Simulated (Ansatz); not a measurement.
C₁₀H₁₅B⁺, that is BEt2Ph with one electron fewer. The state is a doublet with charge 1. Geometry PBE-D4/def2-SVP, that of the neutral singlet; atoms count from 1.

```xyz
26

B    -1.0011   -0.3319   -0.1410
C    -2.1526    0.1400    0.8382
C    -1.8297    0.3723    2.3199
H    -3.0431   -0.5174    0.7262
H    -2.4812    1.1045    0.3662
H    -2.6945    0.7871    2.8779
H    -1.5444   -0.5780    2.8173
H    -0.9781    1.0682    2.4558
C    -1.3613   -1.2971   -1.3442
C    -0.6146   -1.1365   -2.6754
H    -2.4612   -1.3155   -1.5082
H    -1.1432   -2.3091   -0.9098
H    -0.8858   -1.9260   -3.4064
H    -0.8495   -0.1596   -3.1466
H     0.4849   -1.1671   -2.5407
C     0.4798    0.1503    0.0727
C     0.7803    1.4990    0.3869
C     2.1016    1.9361    0.5592
C     3.1625    1.0217    0.4571
C     2.8928   -0.3248    0.1639
C     1.5713   -0.7461   -0.0430
H    -0.0396    2.2295    0.4829
H     2.3061    2.9940    0.7868
H     4.2000    1.3587    0.6059
H     3.7198   -1.0477    0.0841
H     1.3808   -1.8043   -0.2857
```

Estimate the Mulliken populations from the PBE0/def2-TZVP orbitals of Ansatz.


| atom | charge (e) | spin (α − β) |
| --- | --- | --- |
| B1 | 0.07 | 0.00 |
| C2 | -0.27 | 0.08 |
| C3 | -0.37 | 0.01 |
| H4 | 0.17 | 0.00 |
| H5 | 0.18 | 0.02 |
| H6 | 0.17 | 0.00 |
| H7 | 0.15 | 0.00 |
| H8 | 0.13 | 0.00 |
| C9 | -0.27 | 0.08 |
| C10 | -0.37 | 0.01 |
| H11 | 0.17 | 0.00 |
| H12 | 0.18 | 0.02 |
| H13 | 0.17 | 0.00 |
| H14 | 0.15 | 0.00 |
| H15 | 0.13 | 0.00 |
| C16 | 0.19 | 0.34 |
| C17 | -0.17 | 0.06 |
| C18 | -0.10 | -0.02 |
| C19 | 0.01 | 0.37 |
| C20 | -0.10 | -0.02 |
| C21 | -0.17 | 0.07 |
| H22 | 0.19 | 0.00 |
| H23 | 0.19 | 0.00 |
| H24 | 0.20 | -0.02 |
| H25 | 0.19 | 0.00 |
| H26 | 0.19 | 0.00 |
Mulliken values depend strongly on the basis.

Where does the spin sit?

Summed by element: B 0.00, C 0.98, H 0.02, of 1 unpaired in all. Largest on single atoms: C19 0.37, C16 0.34, C9 0.08.

And the Mayer bond orders between heavy atoms (over 0.3)?

B1–C2 1.05 (1.58 Å); B1–C9 1.05 (1.58 Å); B1–C16 1.00 (1.57 Å); C2–C3 0.98 (1.53 Å); C9–C10 0.98 (1.53 Å); C16–C17 1.23 (1.42 Å); C16–C21 1.23 (1.42 Å); C17–C18 1.53 (1.40 Å); C18–C19 1.29 (1.40 Å); C19–C20 1.29 (1.40 Å); C20–C21 1.53 (1.40 Å).
